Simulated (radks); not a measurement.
Dipole-allowed excitations along the series with 28 electrons in [Ar] 3d10. All-electron calculation, scalar-relativistic Kohn-Sham, PBE, spin-unpolarised, spherical densities, finite nucleus; Fermi nuclear charge, rms radius of each element as measured or else 0.836 A^(1/3) + 0.57 fm. Program: a radial shooting solver on a logarithmic mesh with Libxc functionals. Time-dependent linear response with the Hartree and adiabatic LDA kernel, continuum included through the Sternheimer equations, no spin-orbit coupling, so fine structure and intercombination lines are absent. Lines are the poles of the dipole polarisability below minus the highest occupied eigenvalue, found on a grid refined at the orbital gaps; the lowest seven at most are given, and weak or close lines can be missed. The first line takes the name of the lowest orbital gap if no other gap lies below it; otherwise a line is named after a gap within 0.6 % of it, if that gap stands alone.

| species | -e(HOMO) (eV) | lowest orbital gap (eV) | first line (eV) | f | strongest line (eV) | its f | static alpha (bohr^3) |
|---|---|---|---|---|---|---|---|
| Ag19+ | 856.51 | 3d-4p 383.76 | 384.91 (3d-4p) | 0.0325 | 530.85 (unassigned) | 4.46 | 0.02753 |
| Cd20+ | 933.45 | 3d-4p 417.47 | 420.53 (3d-4p) | 0.458 | 572.91 (unassigned) | 4.72 | 0.02406 |
| In21+ | 1013.5 | 3d-4p 452.46 | 455.69 (3d-4p) | 0.453 | 615.83 (unassigned) | 4.15 | 0.02113 |
| Sn22+ | 1096.6 | 3d-4p 488.73 | 492.14 (3d-4p) | 0.448 | 662.32 (unassigned) | 3.04 | 0.01865 |
| Sb23+ | 1182.8 | 3d-4p 526.29 | 529.88 (3d-4p) | 0.443 | 708.38 (unassigned) | 3.98 | 0.01652 |
| Te24+ | 1272.1 | 3d-4p 565.13 | 568.90 (3d-4p) | 0.438 | 755.93 (unassigned) | 4.40 | 0.01470 |
